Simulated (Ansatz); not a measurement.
Pulling on the Se1–H2 bond in FHSe (SMILES F[SeH]) (multiplicity 1 held, fragments rigid). Energies count from the point at 1.478 Å.
Geometry at that point (charge 0, multiplicity 1):
```xyz
3

Se    -0.11561    -0.22336     0.25953
H     -0.89958    -0.95500    -0.75749
F      0.53669     0.94992    -0.89627
```

Signs of static correlation in cc-pVDZ, with CASSCF(4,3), from Ansatz (a program for electronic structure) runs.

| R (Å) | T1 of restricted CCSD | ⟨S²⟩ of UHF | largest double amplitude of restricted CCSD | weight of the CASSCF reference in MRCISD | CASSCF natural occupations |
|---|---|---|---|---|---|
| 1.182 | 0.012 | 0.000 | 0.050 | 0.921 | 2.00 1.99 0.01 |
| 1.330 | 0.013 | 0.000 | 0.046 | 0.921 | 2.00 1.98 0.02 |
| 1.478 | 0.013 | 0.000 | 0.051 | 0.921 | 2.00 1.97 0.03 |
| 1.626 | 0.014 | 0.000 | 0.063 | 0.921 | 2.00 1.96 0.04 |
| 1.774 | 0.014 | 0.000 | 0.102 | 0.921 | 2.00 1.93 0.07 |
| 1.995 | 0.016 | 0.290 | ___ | 0.920 | 2.00 1.88 0.12 |
| 2.217 | 0.018 | 0.646 | 0.262 | 0.920 | 2.00 1.80 0.20 |
| 2.586 | 0.022 | 0.886 | 0.405 | 0.920 | 2.00 1.61 0.39 |
| 2.956 | 0.025 | 0.966 | 0.546 | 0.920 | 2.00 1.41 0.59 |
| 3.399 | 0.027 | 0.997 | ___ | 0.920 | 2.00 1.23 0.77 |
| 3.990 | 0.028 | 1.007 | 0.800 | 0.920 | 2.00 1.10 0.90 |
| 4.729 | 0.027 | 1.009 | 0.867 | 0.920 | 2.00 1.03 0.97 |

**Question.** Complete the blanks.

**Answer.** 
- 1.995, largest double amplitude of restricted CCSD: 0.183
- 3.399, largest double amplitude of restricted CCSD: 0.684

Doubts at one or more of the structures used: active orbitals that take no part (SC-NEVPT2 on CASSCF(4,3)/cc-pVDZ); a restricted determinant that unrestricted orbitals would lower (R-CCSD(T)/cc-pVDZ); other coupled-cluster roots lie near (R-CCSD(T)/cc-pVDZ); a spin-contaminated determinant (U-CCSD(T)/cc-pVDZ); T1 above 0.05 (U-CCSD(T)/cc-pVDZ).
